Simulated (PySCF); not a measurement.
Isomers of C5H8NPSi, one GFN2-xTB conformer each. Single-point energies are computed at PBE0/pcSseg-1 (PySCF, gas phase, no added dispersion term), electronic only.

Question: Rank them by PBE0/pcSseg-1 energy, lowest first (kcal/mol).
A. `CC1=NC([SiH3])=PC=C1`
B. `[SiH3:1][PH:2][c:3]1[cH:4][cH:5][cH:6][cH:7][n:8]1` with Si1–P2–C3–C4 -162°

Answer: B (0.0), A (9.0).

As drawn, the higher has an Si–C bond, which the lower lacks. GFN2-xTB itself gives, in the same order: 0.0, 13.8. Both levels put the same isomer lowest.

Question: Which frontier levels, dipoles and rotational constants go with these structures?

Answer: 
| SMILES | HOMO (eV, PBE0/pcSseg-1) | LUMO (eV) | dipole (D) | A, B, C (MHz) |
| --- | --- | --- | --- | --- |
| [SiH3]Pc1ccccn1 | -6.78 | -1.06 | 3.02 | 3150, 1000, 780.7 |
| Cc1ccpc([SiH3])n1 | -6.74 | -1.85 | 2.31 | 2133, 1197, 777.2 |

Question: As an exercise, what shares would exp(−E/RT) give at 1000 K from these electronic energies alone (no entropy, no degeneracies)?

Answer: RT = 1.987 kcal/mol: [SiH3]Pc1ccccn1 98.9 %, Cc1ccpc([SiH3])n1 1.1 %.
